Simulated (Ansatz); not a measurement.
Basis-set extrapolation for CH8FNO2Si2 (`C[SiH](F)N[SiH](O)O`) (PBE0-D4/def2-TZVP geometry, frozen core, Ansatz). Multiplicity 1, RHF reference.

```csv
,def2-TZVPP,def2-QZVPP
HF,-924.457617,-924.493667
MP2 correlation,-1.355587,-1.465529
CCSD(T) correlation,-1.445826,not run
```

Energies in hartree. Use E(X) = E(∞) + A·exp(−7.88·√X) for Hartree–Fock and E(X) = E(∞) + B·X^(−2.97) for correlation, with X = 3 and 4, and add CCSD(T) minus MP2 of the smaller set to the MP2 limit.

Q: What is the CCSD(T) energy at the basis-set limit?

A: HF limit: -924.493667 + (-0.036050) × 0.13774 = -924.49863. MP2 limit: -1.465529 + (-0.109942) × 0.74074 = -1.54697. Higher-order term: -1.445826 − (-1.355587) = -0.09024. Total: -926.13584 hartree, 6.32 eV below CCSD(T)/def2-TZVPP.
